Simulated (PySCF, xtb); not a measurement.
C3H7BO3, SMILES OB1OCC[C@H]1O.

GFN2-xTB (xtb) at its own geometry gives an orbital gap of 6.10 eV and a dipole moment of 2.71 D.

The structure is a stationary point at B3LYP-D3(BJ)/def2-SVP. The structure was generated by enumeration; whether it is a known compound was not checked. Other conformers were not sampled.

Task: What does PBE/def2-TZVP in PySCF give? (The exact figures need the calculation; the answer reports its results.)

Result: gap 5.67 eV (levels -5.83 and -0.17 eV), dipole 1.56 D.
